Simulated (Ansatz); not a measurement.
Complex (SMILES): F (HF) with Cl (HCl), atoms 1 to 2 the first; geometry from B3LYP-D3(BJ)/def2-TZVP, monomers rigid:
```xyz
4

F     -0.1993     0.2587    -0.2561
H     -0.6953    -0.4360     0.1164
Cl    -1.4096    -2.1732     1.4289
H     -0.3348    -2.0986     2.1286
```

Basis-set convergence of the counterpoise-corrected interaction energy at wB97M-V with Ansatz (a quantum-chemistry and plane-wave program). Cartesian d functions, on some or all atoms, in 6-31G*, 6-31+G*, 6-311G**, 6-311+G**; all else is spherical. The program fits the integrals of some runs and decomposes those of others, by size. The functional holds VV10 correlation; no added dispersion term, no relativity. Functions are those of the species that has most. Reference: the value in aug-cc-pV(5+d)Z, -3.09 kcal/mol. Deviations are taken from unrounded values.

| basis | functions | counterpoise-corrected interaction energy (kcal/mol) |
|---|---|---|
| 6-31G* | 38 | -2.31 |
| 6-31+G* | 46 | -2.80 |
| def2-SVP | 42 | -3.37 |
| def2-SVPD | 66 | -3.13 |
| pcseg-1 | 42 | -2.62 |
| aug-pcseg-1 | 68 | -3.19 |
| cc-pV(D+d)Z | 47 | -2.64 |
| aug-cc-pV(D+d)Z | 73 | -3.07 |
| 6-311G** | 57 | -1.94 |
| 6-311+G** | 65 | -2.76 |
| def2-TZVP | 80 | -3.04 |
| def2-TZVPD | 104 | -3.01 |
| pcseg-2 | 92 | -3.01 |
| aug-pcseg-2 | 142 | -3.10 |
| cc-pV(T+d)Z | 97 | -2.89 |
| aug-cc-pV(T+d)Z | 147 | -3.11 |
| def2-TZVPP | 101 | -3.11 |
| def2-TZVPPD | 125 | -3.09 |
| cc-pV(Q+d)Z | 179 | -2.99 |
| aug-cc-pV(Q+d)Z | 261 | -3.09 |
| def2-QZVPP | 187 | -3.07 |
| def2-QZVPPD | 211 | -3.08 |
| pcseg-3 | 190 | -3.09 |
| aug-pcseg-3 | 272 | -3.09 |
| cc-pV(5+d)Z | 301 | -3.08 |
| aug-cc-pV(5+d)Z | 423 | -3.09 |

What the diffuse functions change, pair by pair:
- 6-31G* to 6-31+G*: 8 more functions, deviation 0.78 to 0.28 kcal/mol
- def2-SVP to def2-SVPD: 24 more functions, deviation -0.29 to -0.05 kcal/mol
- pcseg-1 to aug-pcseg-1: 26 more functions, deviation 0.47 to -0.10 kcal/mol
- cc-pV(D+d)Z to aug-cc-pV(D+d)Z: 26 more functions, deviation 0.44 to 0.02 kcal/mol
- 6-311G** to 6-311+G**: 8 more functions, deviation 1.15 to 0.32 kcal/mol
- def2-TZVP to def2-TZVPD: 24 more functions, deviation 0.04 to 0.08 kcal/mol
- pcseg-2 to aug-pcseg-2: 50 more functions, deviation 0.08 to -0.01 kcal/mol
- cc-pV(T+d)Z to aug-cc-pV(T+d)Z: 50 more functions, deviation 0.20 to -0.02 kcal/mol
- def2-TZVPP to def2-TZVPPD: 24 more functions, deviation -0.03 to 0.00 kcal/mol
- cc-pV(Q+d)Z to aug-cc-pV(Q+d)Z: 82 more functions, deviation 0.10 to -0.01 kcal/mol
- def2-QZVPP to def2-QZVPPD: 24 more functions, deviation 0.02 to 0.01 kcal/mol
- pcseg-3 to aug-pcseg-3: 82 more functions, deviation 0.00 to 0.00 kcal/mol
- cc-pV(5+d)Z to aug-cc-pV(5+d)Z: 122 more functions, deviation 0.01 to 0.00 kcal/mol

Leaving out the reference's own pair, they bring the value nearer the reference by more than 0.01 kcal/mol in 9 of 12 pairs.
